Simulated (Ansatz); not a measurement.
Abridged output of a molecular run in Ansatz:

```
Functional definition: HF
1105 factors; integrals over basis functions are off by at most 1.5e-3 eV
mean field evaluation 1: about -73188.5770 eV, gradient 2.4e1 eV
mean field evaluation 2: about -73188.6465 eV, gradient 2.4e1 eV
mean field evaluation 4: about -73190.4580 eV, gradient 2.7e0 eV
mean field evaluation 8: about -73190.4819 eV, gradient 1.3e-1 eV
mean field evaluation 16: about -73190.4124 eV, gradient 3.1e-1 eV
mean field -73190.48190711 eV, -2689.7005997958 hartree, gradient 3.9e-6 eV, S^2 0.000000; 0 other end points of the search recorded, 0 dependent functions left out
12 core orbitals not correlated: weight in the atoms' cores, before any rotation towards them, 1.000 or more for the frozen orbitals, at most 0.000 for the correlated occupied ones
reference -73190.48190711 eV, -2689.7005997958 hartree; 18, 18 occupied and 79, 79 virtual orbitals, 1105 factors
second order -18.14788443 eV of doubles, -0.00000000 eV of singles
cycle   1  -18.83483779 eV  change   -6.9e-1 eV  update   7.9e-2
cycle   2  -19.28602639 eV  change   -4.5e-1 eV  update   2.3e-2
cycle   3  -19.34248801 eV  change   -5.6e-2 eV  update   8.4e-3
cycle   4  -19.34233516 eV  change    1.5e-4 eV  update   2.0e-3
cycle   5  -19.34380176 eV  change   -1.5e-3 eV  update   6.0e-4
cycle   6  -19.34373157 eV  change    7.0e-5 eV  update   1.7e-4
cycle   7  -19.34370839 eV  change    2.3e-5 eV  update   4.9e-5
cycle   8  -19.34372265 eV  change   -1.4e-5 eV  update   2.0e-5
perturbative correction -0.52026713 eV, -0.0191194645 hartree
Total energy: -73210.34589690 eV, -2690.4305879562 hartree
```

Its atoms:

```xyz
11

C    -0.893   -0.986    0.241
C    -0.284    0.216   -0.465
C     1.001    0.643    0.203
Br    1.801    2.183   -0.680
H    -1.821   -1.291   -0.246
H    -0.214   -1.843    0.226
H    -1.123   -0.761    1.285
H    -0.084   -0.021   -1.513
H    -0.987    1.053   -0.462
H     0.844    0.946    1.237
H     1.758   -0.139    0.172
```

Q: Which basis set was used?
A. def2-QZVPP
B. def2-TZVPPD
C. cc-pV(Q+d)Z
D. def2-SVP

A: D. It gives 109 functions.

Q: Write the keys of the input that set method, charge and spin (a neutral closed shell needs none for the last two).

A: 
```yaml
correlation: {method: ccsd_t}
```
